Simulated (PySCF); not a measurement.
**How methods differ on the ionisation energy of Br²⁹⁺**

Br²⁹⁺ [He] 2s2 2p2 (3P) → Br³⁰⁺ [He] 2s2 2p1 (2P), as a difference of total energies. Calculation: PySCF 2.14, in an uncontracted even-tempered set (17 s from 8.7 bohr⁻², ratio 2.2; 11 p from 11 bohr⁻², ratio 2.2; 6 d from 46 bohr⁻², ratio 2.4; 5 f from 69 bohr⁻², ratio 2.4; 4 g from 100 bohr⁻², ratio 2.4); no relativity, point nucleus. Correlated levels: nothing frozen; virtual orbitals above 40 to 60 times the deepest correlated orbital energy dropped. The calculations carry no spin-orbit coupling.

| method | ionisation energy (eV) |
| --- | --- |
| UHF | 3320.6 |
| LDA | 3318.2 |
| PBE | 3319.9 |
| PBE0 | 3320.3 |
| B97-3 | 3320.1 |
| MN15 | 3322.0 |
| MP2 (all electrons) | 3320.0 |

Question: Estimate what r2SCAN gives.

Answer: 3322.5 eV, closest to MN15 among the rows shown.

Question: Estimate what SCS-MP2 (all electrons) gives.

Answer: 3319.5 eV, closest to PBE among the rows shown.

Spin-orbit coupling is strong in these open shells (close to jj coupling). The scalar numbers leave it out and a first-order estimate fails, so it can dominate the gap to the real levels.

The gap to the reference is mostly relativistic.

For comparison: 3361 ± 3 eV (semi-empirical (NIST evaluation); NIST Atomic Spectra Database, ionization energies).
